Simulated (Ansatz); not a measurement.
C₃H₁₀BN, SMILES `BN(C)CC`, 15 atoms. Charge 0, multiplicity 1. All runs use 4 threads of an Intel Xeon on a shared host. Correlated methods freeze the cores.

Q: Give the basis size and wall time and peak host memory of each of these runs in Ansatz. RKS BLYP-D4/def2-TZVPP energy; RKS ωB97M-V/def2-SVP energy; RKS LC-ωPBE/def2-TZVPP energy; direct RPA on PBE orbitals/def2-TZVPP energy; RHF-CCSD(T)/def2-TZVPP energy; RKS PBE0-D4/def2-QZVPP energy; RKS PBE0-D4/def2-TZVP frequencies; RKS CAM-B3LYP-D4/def2-TZVPP energy; RKS PBE0-D4/def2-TZVP relaxation (5 steps); RHF-MP2/def2-QZVPP energy; RKS PBE0-D4/def2-SVP energy; RKS ωB97M-V/def2-QZVPP energy. (An estimate is asked.)

A: The calculation gave: Other jobs shared the machine, so times are rough.

```json
{"level": "RKS PBE0-D4/def2-SVP", "job": "energy", "functions": "120", "wall time": "2.3 s", "peak host memory (GiB)": "0.59"}
{"level": "RKS BLYP-D4/def2-TZVPP", "job": "energy", "functions": "295", "wall time": "6.5 s", "peak host memory (GiB)": "0.39"}
{"level": "RKS ωB97M-V/def2-SVP", "job": "energy", "functions": "120", "wall time": "7.5 s", "peak host memory (GiB)": "0.59"}
{"level": "RKS LC-ωPBE/def2-TZVPP", "job": "energy", "functions": "295", "wall time": "9.5 s", "peak host memory (GiB)": "0.59"}
{"level": "RKS CAM-B3LYP-D4/def2-TZVPP", "job": "energy", "functions": "295", "wall time": "11 s", "peak host memory (GiB)": "0.83"}
{"level": "direct RPA on PBE orbitals/def2-TZVPP", "job": "energy", "functions": "295", "wall time": "13 s", "peak host memory (GiB)": "0.9"}
{"level": "RKS PBE0-D4/def2-QZVPP", "job": "energy", "functions": "585", "wall time": "19 s", "peak host memory (GiB)": "2.2"}
{"level": "RKS ωB97M-V/def2-QZVPP", "job": "energy", "functions": "585", "wall time": "41 s", "peak host memory (GiB)": "2.6"}
{"level": "RKS PBE0-D4/def2-TZVP", "job": "relaxation (5 steps)", "functions": "215", "wall time": "60 s", "peak host memory (GiB)": "0.57"}
{"level": "RHF-MP2/def2-QZVPP", "job": "energy", "functions": "585", "wall time": "73 s", "peak host memory (GiB)": "5.2"}
{"level": "RHF-CCSD(T)/def2-TZVPP", "job": "energy", "functions": "295", "wall time": "14 min", "peak host memory (GiB)": "3.8"}
{"level": "RKS PBE0-D4/def2-TZVP", "job": "frequencies", "functions": "215", "wall time": "17 min", "peak host memory (GiB)": "0.59"}
```

LC-ωPBE has ω = 0.4 bohr⁻¹.
